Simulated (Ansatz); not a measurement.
# Abstraction of H: CH7NSi + GeH2Br → CH6NSi + GeH3Br

Species: CH7NSi `CN[SiH3]`, singlet; GeH2Br `[GeH2][Br]`, doublet; CH6NSi `CN[SiH2]`, doublet; GeH3Br `[GeH3][Br]`, singlet. A radical takes H: the energy is the difference in strength between the Si–H bond broken and the Ge–H bond made.

Shapes, held fixed at every level: PBE0-D4/def2-TZVP. Flexible molecules stand in one conformer, not always the lowest. Programs: Ansatz 0.2.0. The zero-point and thermal change to 298 K, harmonic and unscaled (PBE0-D4/def2-TZVP), is -0.7 kJ/mol.

```
               level                    kind  ΔH(298 K) (kJ/mol)  less CCSD/def2-SVP  CPU time (sum over the molecules)
      MP2/def2-TZVPP     perturbation theory               +24.0                -0.3                                  –
    SPW92/def2-TZVPP                     LDA               +15.1                -9.2                               13 s
r2SCAN-D4/def2-TZVPP                meta-GGA               +20.7                -3.6                               47 s
 BHLYP-D4/def2-TZVPP           global hybrid               +29.3                +5.0                               30 s
  wB97X-V/def2-TZVPP  range-separated hybrid               +24.5                +0.2                               76 s
    CCSD(T)/def2-SVP   coupled cluster or CI               +23.4                -0.9                               32 s
       CCSD/def2-SVP   coupled cluster or CI               +24.3                 0.0                                  –
```

The highest level, CCSD/def2-SVP, gives ΔH(298 K) = +24.3 kJ/mol; the levels span +15.1 to +29.3. The column of differences is taken from that level and isn't an error. No measured value is set beside it here. Open shells run unrestricted. Relativity is left out for Br, Ge. Outer-core shells of Br, Ge are correlated, in sets that cover them unevenly. Times are processor times on shared x86 and Arm servers, and rough.
